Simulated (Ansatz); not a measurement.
A nudged elastic band was laid between two geometries of a periodic cell of 17 atoms, MgAl16 (surface Al(110), adsorbate Mg).

The calculation used DFT PBE, scalar-relativistic, plane waves, PAW (Ansatz 0.2.0). Settings: cutoff 420 eV, k mesh 2x3x1, gaussian smearing 0.05 eV, no spin polarisation.

| Item | Value |
| --- | --- |
| movable images | 5 |
| climbing image | yes |
| spring | 5.0 eV/Å² |
| optimiser | quadratic models (default) |
| start path | IDPP |
| force threshold | 0.05 eV/Å |
| iteration limit | 32 |
| end points | relaxed |
| atoms held | 1 to 4 |

Image 0:

```xyz
17
Lattice="8.1000 0.0000 0.0000 0.0000 5.7276 0.0000 0.0000 0.0000 16.2957" Properties=species:S:1:pos:R:3
Al 2.025 1.432 1.000
Al 6.075 1.432 1.000
Al 2.025 4.296 1.000
Al 6.075 4.296 1.000
Al 0.009 -0.002 2.248
Al 4.045 0.000 2.249
Al 0.007 2.870 2.249
Al 4.047 2.867 2.249
Al 2.034 1.436 3.593
Al 6.082 1.435 3.729
Al 2.033 4.297 3.698
Al 6.083 4.302 3.721
Al 0.020 -0.012 4.967
Al 4.050 -0.012 4.968
Al 0.013 2.888 4.967
Al 4.058 2.888 4.967
Mg 2.037 1.453 6.414
```

Image 6:

Only the atoms that move by more than 0.05 Å are listed.
```
Al9 2.033 1.434 3.698
Al11 2.034 4.300 3.593
Mg17 2.037 4.316 6.414
```

Q: Which bonds break or form, and what moves?

A: Contacts lost: Al9–Mg17. Contacts made: Al11–Mg17. The atom that moves furthest is Mg17, by 2.86 Å.

Q: Give the energies along the band, and the barrier.

A: The run converged. The highest image is number 3 of 0 to 6, 0.223 eV above the ends, which have the same energy within 2 meV. By the program's own check the climbing image is a first-order saddle point (lowest curvatures found: -0.54 and 0.26 eV/Å²). Limits of this set-up: coarse k mesh, thin slab, slab without dipole correction.

```tsv
image	path coordinate (Å)	energy (eV)	Al9–Mg17 (Å)	Al11–Mg17 (Å)
0	0.00	0.000	2.82	3.93
1	0.51	0.044	2.84	3.61
2	1.01	0.160	2.94	3.31
3	1.52	0.223	3.11	3.11
4	2.04	0.156	3.32	2.94
5	2.56	0.038	3.64	2.84
6	3.08	0.000	3.93	2.82
```

Q: What is the geometry of the highest image?

A: 
```xyz
17
Lattice="8.1000 0.0000 0.0000 0.0000 5.7276 0.0000 0.0000 0.0000 16.2957" Properties=species:S:1:pos:R:3
Al 2.025 1.432 1.000
Al 6.075 1.432 1.000
Al 2.025 4.296 1.000
Al 6.075 4.296 1.000
Al 0.025 0.000 2.248
Al 4.024 0.000 2.248
Al 0.005 2.864 2.254
Al 4.044 2.864 2.254
Al 2.024 1.459 3.698
Al 6.074 1.362 3.687
Al 2.024 4.268 3.698
Al 6.074 4.365 3.687
Al 0.048 0.000 4.982
Al 4.000 0.000 4.982
Al -0.181 2.864 4.947
Al 4.230 2.864 4.946
Mg 2.024 2.864 6.469
```

Run time: 7.3 min on 1 thread of Arm Neoverse V2 (shared host), peak memory 1 GiB.
